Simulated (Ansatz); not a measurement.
Born–Oppenheimer molecular dynamics of a periodic cell of 13 atoms, Sc$_{12}$F (host Sc, host structure hcp, interstitial F). It starts from a partly relaxed structure (largest force component 0.08 eV/Å).

Computed with DFT LDA, scalar-relativistic, plane waves, PAW (Ansatz). Settings: accuracy low, cutoff 420 eV, k mesh 2x1x2, fermi-dirac smearing 0.1 eV, no spin polarisation.

```json
{
 "ensemble": "NVT, Langevin thermostat",
 "time step": "2 fs",
 "steps asked": "240",
 "set temperature": "600 K",
 "friction": "0.005 /fs",
 "seed": "463335"
}
```

Frames 20 fs apart, positions in Å, forces in eV/Å.

Velocities at 220.0 fs (Å/ps):

```
Sc 0.66 2.71 1.87
Sc 2.26 0.63 9.06
Sc -0.03 -0.17 6.58
Sc 0.94 -0.06 -1.29
Sc 3.02 -0.64 -5.25
Sc -4.19 -3.59 -5.43
Sc 0.46 -2.91 -1.63
Sc 1.19 -0.69 -1.00
Sc -0.90 -0.45 1.33
Sc -4.75 -4.64 -2.14
Sc 4.40 -2.74 -1.72
Sc 0.65 -2.30 5.71
F 9.50 -3.92 -0.99
```

```xyz
13
Lattice="6.6200 0.0000 0.0000 -4.9650 8.5996 0.0000 0.0000 0.0000 5.2761" Properties=species:S:1:pos:R:3:forces:R:3 time_fs=220.0 energy_less_start_eV=0.764 T=583
Sc 0.000 0.042 -0.039 0.85 -0.32 -0.06
Sc -0.038 1.755 2.541 0.78 0.02 0.41
Sc -1.328 2.892 0.084 -0.76 0.20 -0.24
Sc -1.525 4.772 2.649 0.03 -0.38 0.23
Sc -3.292 5.705 -0.004 0.21 -0.09 0.12
Sc -3.126 7.640 2.602 0.04 0.06 -0.09
Sc 3.746 0.081 -0.072 -0.89 -0.39 0.48
Sc 3.628 1.824 2.776 -0.49 0.25 -0.51
Sc 1.760 2.692 0.029 0.40 0.12 0.15
Sc 1.761 4.491 2.706 0.04 0.59 -0.12
Sc 0.125 5.801 0.240 0.02 -0.54 -0.68
Sc 0.241 7.397 2.616 0.12 0.51 0.31
F -1.364 6.642 3.986 -0.35 -0.03 0.00
13
Lattice="6.6200 0.0000 0.0000 -4.9650 8.5996 0.0000 0.0000 0.0000 5.2761" Properties=species:S:1:pos:R:3:forces:R:3 time_fs=240.0 energy_less_start_eV=0.721 T=441
Sc 0.037 0.074 0.001 0.66 -0.49 -0.03
Sc 0.024 1.775 2.691 0.48 -0.08 0.06
Sc -1.361 2.914 0.194 -0.56 -0.15 -0.41
Sc -1.526 4.737 2.615 0.06 -0.27 0.20
Sc -3.225 5.684 -0.098 -0.03 -0.13 0.17
Sc -3.185 7.583 2.483 0.20 0.19 0.18
Sc 3.695 0.022 -0.068 -0.68 -0.28 0.47
Sc 3.625 1.811 2.774 -0.45 0.15 -0.39
Sc 1.766 2.708 0.035 0.39 0.08 0.14
Sc 1.681 4.429 2.642 0.61 0.70 -0.03
Sc 0.203 5.734 0.168 -0.08 -0.28 -0.18
Sc 0.285 7.380 2.708 0.08 0.47 -0.29
F -1.239 6.532 3.967 -0.67 0.07 0.10
13
Lattice="6.6200 0.0000 0.0000 -4.9650 8.5996 0.0000 0.0000 0.0000 5.2761" Properties=species:S:1:pos:R:3:forces:R:3 time_fs=260.0 energy_less_start_eV=0.672 T=589
Sc 0.121 0.062 0.049 0.21 -0.51 -0.03
Sc 0.120 1.832 2.825 0.12 -0.29 -0.28
Sc -1.459 2.922 0.245 0.03 -0.51 -0.43
Sc -1.504 4.697 2.600 0.01 -0.14 0.11
Sc -3.163 5.674 -0.169 -0.26 -0.07 0.26
Sc -3.176 7.566 2.379 0.13 0.13 0.52
Sc 3.572 -0.094 -0.030 -0.21 0.07 0.21
Sc 3.605 1.807 2.773 -0.34 -0.03 -0.14
Sc 1.853 2.749 0.074 0.06 -0.09 -0.01
Sc 1.656 4.406 2.563 0.91 0.81 0.22
Sc 0.236 5.653 0.105 -0.08 -0.14 0.11
Sc 0.311 7.389 2.764 -0.02 0.40 -0.41
F -1.260 6.424 4.027 -0.55 0.35 -0.14
13
Lattice="6.6200 0.0000 0.0000 -4.9650 8.5996 0.0000 0.0000 0.0000 5.2761" Properties=species:S:1:pos:R:3:forces:R:3 time_fs=280.0 energy_less_start_eV=0.807 T=513
Sc 0.238 0.037 0.116 -0.29 -0.43 -0.13
Sc 0.197 1.874 2.921 -0.01 -0.33 -0.51
Sc -1.570 2.876 0.263 0.68 -0.48 -0.34
Sc -1.480 4.684 2.633 0.00 -0.12 -0.08
Sc -3.115 5.667 -0.176 -0.75 -0.16 0.41
Sc -3.163 7.561 2.338 0.12 -0.01 0.88
Sc 3.441 -0.227 0.034 0.41 0.65 -0.09
Sc 3.572 1.847 2.785 -0.22 -0.34 0.11
Sc 1.984 2.778 0.129 -0.47 -0.26 -0.16
Sc 1.714 4.456 2.490 0.76 0.78 0.53
Sc 0.230 5.548 0.036 -0.04 -0.07 0.20
Sc 0.351 7.411 2.801 -0.12 0.36 -0.40
F -1.365 6.431 4.111 -0.07 0.42 -0.42
13
Lattice="6.6200 0.0000 0.0000 -4.9650 8.5996 0.0000 0.0000 0.0000 5.2761" Properties=species:S:1:pos:R:3:forces:R:3 time_fs=300.0 energy_less_start_eV=0.893 T=446
Sc 0.336 -0.017 0.146 -0.68 -0.22 -0.19
Sc 0.225 1.874 2.988 0.06 -0.16 -0.67
Sc -1.623 2.739 0.284 0.96 -0.11 -0.28
Sc -1.456 4.672 2.637 0.07 -0.11 -0.12
Sc -3.112 5.644 -0.143 -0.81 -0.27 0.34
Sc -3.156 7.550 2.353 0.29 -0.11 1.09
Sc 3.399 -0.281 0.079 0.74 0.98 -0.12
Sc 3.524 1.848 2.811 0.00 -0.41 0.21
Sc 2.060 2.749 0.182 -0.86 -0.15 -0.14
Sc 1.847 4.563 2.467 0.23 0.42 0.57
Sc 0.242 5.473 -0.033 -0.09 0.01 0.24
Sc 0.421 7.472 2.792 -0.33 0.17 -0.31
F -1.472 6.529 4.167 0.42 -0.03 -0.63
13
Lattice="6.6200 0.0000 0.0000 -4.9650 8.5996 0.0000 0.0000 0.0000 5.2761" Properties=species:S:1:pos:R:3:forces:R:3 time_fs=320.0 energy_less_start_eV=0.633 T=578
Sc 0.368 -0.065 0.132 -0.51 -0.12 -0.09
Sc 0.260 1.863 2.992 0.05 -0.01 -0.65
Sc -1.551 2.579 0.274 0.61 0.33 -0.14
Sc -1.425 4.684 2.630 0.10 -0.16 -0.15
Sc -3.160 5.621 -0.090 -0.05 -0.09 -0.02
Sc -3.112 7.571 2.492 0.39 -0.16 0.73
Sc 3.480 -0.308 0.113 0.42 0.81 -0.08
Sc 3.503 1.819 2.828 0.24 -0.30 0.14
Sc 2.059 2.721 0.213 -0.69 0.01 -0.03
Sc 1.996 4.688 2.487 -0.34 -0.07 0.38
Sc 0.282 5.402 -0.090 -0.11 0.18 0.31
Sc 0.437 7.556 2.750 -0.39 -0.11 -0.09
F -1.488 6.588 4.075 0.28 -0.30 -0.31
13
Lattice="6.6200 0.0000 0.0000 -4.9650 8.5996 0.0000 0.0000 0.0000 5.2761" Properties=species:S:1:pos:R:3:forces:R:3 time_fs=340.0 energy_less_start_eV=0.558 T=532
Sc 0.359 -0.128 0.112 -0.24 -0.02 -0.04
Sc 0.269 1.812 2.930 0.03 0.12 -0.45
Sc -1.434 2.472 0.233 -0.01 0.62 0.05
Sc -1.412 4.723 2.629 0.20 -0.33 -0.23
Sc -3.202 5.619 -0.054 0.35 -0.19 -0.06
Sc -3.043 7.577 2.699 0.24 -0.05 0.08
Sc 3.586 -0.326 0.135 0.01 0.51 -0.10
Sc 3.515 1.771 2.872 0.29 -0.08 -0.17
Sc 1.971 2.685 0.198 -0.13 0.15 0.14
Sc 2.099 4.805 2.533 -0.77 -0.58 0.16
Sc 0.306 5.361 -0.080 -0.12 0.34 0.21
Sc 0.432 7.615 2.691 -0.32 -0.35 0.17
F -1.504 6.560 3.937 0.48 -0.14 0.23
13
Lattice="6.6200 0.0000 0.0000 -4.9650 8.5996 0.0000 0.0000 0.0000 5.2761" Properties=species:S:1:pos:R:3:forces:R:3 time_fs=360.0 energy_less_start_eV=0.778 T=387
Sc 0.354 -0.186 0.076 -0.01 0.01 0.05
Sc 0.240 1.749 2.839 0.24 0.23 -0.17
Sc -1.303 2.435 0.172 -0.56 0.66 0.21
Sc -1.387 4.752 2.624 0.23 -0.82 -0.41
Sc -3.202 5.598 -0.003 0.46 -0.24 0.02
Sc -2.943 7.562 2.857 -0.35 0.24 -0.69
Sc 3.662 -0.335 0.153 -0.24 0.43 -0.03
Sc 3.572 1.720 2.905 0.04 0.09 -0.36
Sc 1.881 2.658 0.204 0.43 0.16 0.04
Sc 2.084 4.870 2.579 -0.67 -0.80 0.10
Sc 0.339 5.352 -0.029 -0.24 0.43 0.01
Sc 0.390 7.642 2.629 -0.07 -0.55 0.36
F -1.455 6.469 3.836 0.73 0.15 0.86
13
Lattice="6.6200 0.0000 0.0000 -4.9650 8.5996 0.0000 0.0000 0.0000 5.2761" Properties=species:S:1:pos:R:3:forces:R:3 time_fs=380.0 energy_less_start_eV=0.787 T=410
Sc 0.391 -0.220 0.031 -0.07 0.05 0.28
Sc 0.175 1.678 2.774 0.57 0.32 0.02
Sc -1.262 2.449 0.187 -0.65 0.54 0.07
Sc -1.331 4.705 2.607 0.09 -0.81 -0.20
Sc -3.177 5.566 0.058 0.38 -0.15 -0.03
Sc -2.843 7.563 2.969 -0.52 -0.02 -1.05
Sc 3.712 -0.310 0.150 -0.27 0.37 0.13
Sc 3.624 1.686 2.910 -0.16 0.18 -0.33
Sc 1.856 2.655 0.189 0.50 0.13 -0.02
Sc 2.030 4.873 2.604 -0.24 -0.77 0.24
Sc 0.311 5.399 0.049 -0.14 0.28 -0.24
Sc 0.362 7.579 2.601 0.10 -0.46 0.39
F -1.299 6.388 3.866 0.41 0.36 0.75
13
Lattice="6.6200 0.0000 0.0000 -4.9650 8.5996 0.0000 0.0000 0.0000 5.2761" Properties=species:S:1:pos:R:3:forces:R:3 time_fs=400.0 energy_less_start_eV=0.724 T=524
Sc 0.413 -0.270 0.019 -0.20 0.20 0.43
Sc 0.145 1.632 2.726 0.73 0.21 0.21
Sc -1.264 2.523 0.242 -0.52 0.24 -0.32
Sc -1.267 4.593 2.551 -0.14 -0.15 0.48
Sc -3.130 5.531 0.113 0.22 -0.04 -0.09
Sc -2.794 7.604 3.021 -0.52 -0.50 -1.16
Sc 3.696 -0.254 0.128 -0.04 0.30 0.41
Sc 3.670 1.708 2.902 -0.21 0.14 -0.30
Sc 1.883 2.632 0.146 0.30 0.14 0.08
Sc 1.938 4.808 2.634 0.33 -0.73 0.28
Sc 0.258 5.456 0.101 0.33 -0.14 -0.17
Sc 0.340 7.446 2.620 0.24 0.00 0.26
F -1.094 6.378 4.014 -0.52 0.33 -0.11
13
Lattice="6.6200 0.0000 0.0000 -4.9650 8.5996 0.0000 0.0000 0.0000 5.2761" Properties=species:S:1:pos:R:3:forces:R:3 time_fs=420.0 energy_less_start_eV=0.786 T=345
Sc 0.390 -0.312 0.024 -0.10 0.29 0.48
Sc 0.169 1.595 2.712 0.54 0.18 0.16
Sc -1.317 2.618 0.257 -0.18 -0.02 -0.54
Sc -1.275 4.501 2.538 -0.14 0.03 0.71
Sc -3.080 5.491 0.174 0.09 0.17 -0.22
Sc -2.791 7.663 2.992 -0.62 -0.72 -0.95
Sc 3.703 -0.177 0.133 -0.02 0.10 0.47
Sc 3.697 1.717 2.868 -0.21 0.20 -0.25
Sc 1.916 2.587 0.102 0.08 0.17 0.19
Sc 1.865 4.693 2.666 0.63 -0.65 0.28
Sc 0.259 5.521 0.120 0.61 -0.69 0.20
Sc 0.326 7.308 2.653 0.43 0.56 0.11
F -1.030 6.495 4.181 -1.10 0.37 -0.65
13
Lattice="6.6200 0.0000 0.0000 -4.9650 8.5996 0.0000 0.0000 0.0000 5.2761" Properties=species:S:1:pos:R:3:forces:R:3 time_fs=440.0 energy_less_start_eV=0.632 T=446
Sc 0.389 -0.349 0.059 -0.21 0.47 0.46
Sc 0.218 1.542 2.723 0.20 0.36 0.06
Sc -1.373 2.693 0.217 0.22 -0.18 -0.46
Sc -1.294 4.462 2.571 -0.02 0.07 0.63
Sc -3.080 5.463 0.204 0.24 0.31 -0.23
Sc -2.828 7.683 2.934 -0.43 -0.80 -0.63
Sc 3.681 -0.105 0.168 0.09 -0.16 0.39
Sc 3.725 1.755 2.800 -0.31 0.09 0.01
Sc 1.959 2.561 0.136 -0.13 0.17 0.01
Sc 1.853 4.557 2.709 0.50 -0.27 0.29
Sc 0.324 5.570 0.169 -0.27 -0.50 -0.28
Sc 0.335 7.229 2.707 0.42 0.75 0.17
F -1.170 6.658 4.260 -0.29 -0.28 -0.43
```

Of the whole run (480 fs, mean temperature of the second half 455 K): The mean temperature of the second half is 24 % below the set value. A run of 0.48 ps of so small a system gives no equilibrium averages. Limits of this set-up: coarse k mesh, odd electron count without spin, low accuracy level.

Run time: 14 min on 1 thread of Arm Neoverse V2, on a shared host, peak memory 0.55 GiB.
